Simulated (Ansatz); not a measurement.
Compare A (`[BH3-][N+]#CC`) with its isomer B (`BC(C)=N`).

Gas-phase electronic energies from Ansatz, PBE0-D4/def2-TZVP geometries. CCSD(T)/CBS adds triple-zeta CCSD(T) − MP2 to the extrapolated MP2 energy (def2 sets, frozen cores). This one scheme is used for every species. Functionals use def2-TZVPP. B3LYP here is the variant with VWN-RPA as its local correlation; programs differ in this. Each species was taken in one conformer, which may not be the lowest.

A:

```xyz
10

B     0.684   -1.756    0.885
N     0.179   -0.462    0.232
C    -0.197    0.502   -0.253
C    -0.670    1.719   -0.866
H    -0.042   -1.951    1.835
H     0.588   -2.613    0.034
H     1.832   -1.536    1.205
H     0.023    2.535   -0.653
H    -0.741    1.587   -1.947
H    -1.655    1.975   -0.472
```

B:

```xyz
10

B    -0.127   -0.364    1.386
C    -0.001   -0.257   -0.157
C     0.296    0.989   -0.917
N    -0.366   -1.308   -0.791
H     0.443   -1.240    1.967
H    -0.889    0.347    1.973
H     1.317    1.325   -0.709
H     0.186    0.817   -1.989
H    -0.370    1.797   -0.601
H    -0.488   -2.107   -0.160
```

(1) Which isomer does CCSD(T)/CBS put lower? Give the gap. (An estimate is asked.)

(2) Give E(B) − E(A) in kcal/mol with CCSD(T)/def2-SVP, HF/def2-TZVPP, B3LYP-D4, LDA (SPW92), PBE-D4, B3LYP, B2PLYP. (Best estimate.)

(3) Does the order hold for the free energy at 298.15 K (harmonic terms from PBE0-D4)? (Estimate.)

Largest T1 diagnostic: 0.015.

## Answers

(1) Computed: A, by 10.3 kcal/mol.

(2) The calculation gave: CCSD(T)/def2-SVP 14.4, HF/def2-TZVPP 7.0, B3LYP-D4 12.2, LDA (SPW92) 15.6, PBE-D4 13.5, B3LYP 13.0, B2PLYP 13.3. None reverses the order clearly.

(3) Computed: Yes: G(B) − G(A) = +11.4 kcal/mol, for one conformer each. Modes under 60 cm⁻¹, often nearly free rotors, make the harmonic entropy too high.

From PBE to PBE0 (25 % exact exchange), in def2-TZVPP and without D4, E(B) − E(A) moves by −2.2 kcal/mol. Leaving LDA and LC-ωPBE aside and taking each functional with its dispersion term where it has one, the values, not all of them listed here, spread over 4.1 kcal/mol, from ωB97X-V to BLYP-D4. LDA lies +1.7 kcal/mol from PBE without D4.
